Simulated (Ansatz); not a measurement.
BCl2F (dichlorofluoroborane): methods side by side

BCl2F: 4 atoms, total charge 0, spin state singlet. SMILES: `FB(Cl)Cl`. Geometry: relaxed at PBE0-D4/def2-TZVP.

Quantity: the vertical ionisation energy (to the doublet cation), in eV. The values are calculated.

| level | kind | program | value (eV) | CPU time (all runs) |
| --- | --- | --- | --- | --- |
| SVWN5/STO-3G | LDA | Ansatz | 10.23 | 10 s |
| PBE/STO-3G | GGA | Ansatz | 10.20 | 16 s |
| r2SCAN/STO-3G | meta-GGA | Ansatz | 10.56 | 74 s |
| B3LYP/STO-3G | global hybrid | Ansatz | 10.73 | 5.4 s |
| r2SCAN0/STO-3G | hybrid meta-GGA | Ansatz | 11.08 | 17 s |
| CAM-B3LYP/STO-3G | range-separated hybrid | Ansatz | 11.08 | 6.7 s |
| wB97M-V/STO-3G | range-separated hybrid | Ansatz | 11.10 | 81 s |
| CCSDT(Q)/STO-3G | coupled cluster or CI | Ansatz | 10.25 | 7.1 s |

The values span 10.20 to 11.10 eV. All rows use very small basis sets, so none should be taken for the real molecule's value. Times are those of the runs behind each value, whatever else they computed, on shared processors of several kinds: orders of magnitude only.
